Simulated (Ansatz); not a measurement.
This geometry of C2H9FOSi2 (15 atoms, charge 0, multiplicity 1) is a first-order saddle point.

All numbers below come from RKS PBE0-D4/def2-SVP in Ansatz 0.2.0.

```xyz
15
Properties=species:S:1:pos:R:3
O 0.071 -2.754 -1.002
C 0.127 -1.770 0.005
Si 0.980 -0.216 -0.705
C -0.209 1.267 -0.587
F 0.410 2.374 -1.182
Si -0.723 1.772 1.172
H -0.346 -3.539 -0.634
H 0.694 -2.104 0.899
H -0.881 -1.488 0.374
H 1.344 -0.433 -2.135
H 2.211 0.123 0.074
H -1.122 1.027 -1.165
H -1.595 2.982 1.121
H -1.474 0.643 1.804
H 0.491 2.066 1.988
```

Which two structures does it join? (They come from a converged band through this point; their orientation in space is the band's.)

No bond is made or broken. The dihedral O1–C2–Si3–C4 goes from 45 to 176°.

First end point:

```xyz
15
Properties=species:S:1:pos:R:3
O -0.896 -1.859 -0.570
C 0.299 -1.771 0.174
Si 1.250 -0.281 -0.519
C -0.013 1.122 -0.728
F 0.624 2.236 -1.288
Si -0.901 1.671 0.859
H -1.415 -2.601 -0.242
H 0.922 -2.685 0.099
H 0.113 -1.605 1.256
H 1.855 -0.596 -1.847
H 2.333 0.120 0.430
H -0.781 0.757 -1.436
H -1.844 2.787 0.551
H -1.663 0.514 1.422
H 0.096 2.140 1.868
```

Last end point:

```xyz
15
Properties=species:S:1:pos:R:3
O 0.915 -2.839 -0.220
C 0.053 -1.741 -0.042
Si 0.931 -0.215 -0.750
C -0.237 1.291 -0.658
F 0.443 2.392 -1.193
Si -0.841 1.760 1.081
H 0.500 -3.623 0.153
H -0.187 -1.555 1.026
H -0.920 -1.872 -0.560
H 1.301 -0.450 -2.176
H 2.160 0.086 0.041
H -1.124 1.094 -1.291
H -1.654 3.010 1.020
H -1.685 0.642 1.610
H 0.324 1.967 1.989
```

How far does it lie above each of them?

3.7 kcal/mol above the first and 1.7 kcal/mol above the second. This is the barrier of this one path; another mechanism may lie lower.

The run took 3.4 min on 2 threads of Arm Neoverse V2, on a shared host, peak memory 0.36 GiB.
